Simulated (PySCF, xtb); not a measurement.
AlF3, SMILES [F][Al-]([F])[F], charge -1, multiplicity 2.

Harmonic wavenumbers (cm⁻¹) from GFN2-xTB (xtb) at its own minimum, in rising order: 51, 61, 130, 416, 540, 542.

Q: What does PySCF with PBE-D3(BJ)/def2-SVPD give at its own minimum? (The exact figures need the calculation; the answer reports its results.)

A: 200, 200, 286, 588, 704, 704. Paired by order, the mean absolute difference is 157 cm⁻¹ and the zero-point energies are 2.5 and 3.8 kcal/mol.
